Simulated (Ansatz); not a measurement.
Program: Ansatz. Geometries: PBE0-D4/def2-TZVP. ΔE: electronic, gas phase. CBS: MP2 limit from def2 TZ/QZ plus the TZ coupled-cluster correction, frozen cores. This one scheme is used for every species. Functionals use def2-TZVPP. Each species was taken in one conformer, which may not be the lowest.

`C=C[SiH2]O` + `C[S][AlH2]` → `C=C[SiH2][S][AlH2]` + CH₃OH  (formal exchange of groups at the Si–O bond)

`C=C[SiH2]O`:

```xyz
10

C     0.332    1.487   -0.609
C    -0.085    0.268   -0.941
Si   -0.122   -1.147    0.262
O     0.251   -0.648    1.788
H     0.686    1.710    0.394
H     0.347    2.310   -1.317
H    -0.422    0.099   -1.963
H    -1.474   -1.775    0.218
H     0.894   -2.170   -0.088
H    -0.408   -0.133    2.255
```

`C[S][AlH2]`:

Cartesian coordinates in Å:
```
C -0.085 -0.531 -1.274
S -1.127 -0.559 0.220
Al 0.027 0.628 1.619
H 0.183 -1.554 -1.533
H 0.823 0.051 -1.120
H -0.657 -0.093 -2.091
H 1.405 1.224 1.112
H -0.570 0.834 3.067
```

`C=C[SiH2][S][AlH2]`:

```xyz
12

C     1.034   -1.620   -0.069
C    -0.290   -1.502   -0.052
Si   -1.232   -0.033   -0.696
S     0.087    1.545   -1.285
Al    0.629    2.246    0.709
H     1.540   -2.500    0.315
H     1.667   -0.839   -0.481
H    -0.875   -2.323    0.363
H    -2.013   -0.409   -1.903
H    -2.185    0.436    0.344
H     1.718    3.388    0.783
H    -0.079    1.610    1.971
```

CH₃OH:

```xyz
6

C    -0.251    0.213    0.136
O     0.348   -1.002   -0.253
H    -1.224   -0.032    0.562
H    -0.412    0.890   -0.712
H     0.332    0.741    0.901
H     1.207   -0.810   -0.634
```

Task: Is it downhill or uphill in electronic energy at CCSD(T)/CBS, and by how much? (An estimate is asked.)

Result: The calculation gave: Uphill: ΔE = +60.0 kJ/mol.

Task: What do these levels give: r2SCAN, SCS-MP2/def2-TZVPP, MP2/def2-QZVPP, HF/CBS(def2), MP2/CBS(def2), CCSD/CBS(def2)? (An estimate is asked.)

Result: The calculation gave: r2SCAN 60.3, SCS-MP2/def2-TZVPP 63.2, MP2/def2-QZVPP 61.5, HF/CBS(def2) 69.9, MP2/CBS(def2) 61.2, CCSD/CBS(def2) 62.0 kJ/mol.

Largest T1 diagnostic among the species: 0.012.

The D4 term adds −8.3 kJ/mol with B3LYP and −4.8 kJ/mol with PBE0; it sums over pairs of atoms, weighted by their polarisabilities, and B3LYP, whose exchange is more repulsive, gets the larger term. In def2-TZVPP, CCSD(T) changes the Hartree–Fock value by −8.7 kJ/mol (the triples alone add −2.0 kJ/mol) and MP2 by −7.6 kJ/mol.

B3LYP here is the variant with VWN-RPA as its local correlation; programs differ in this.
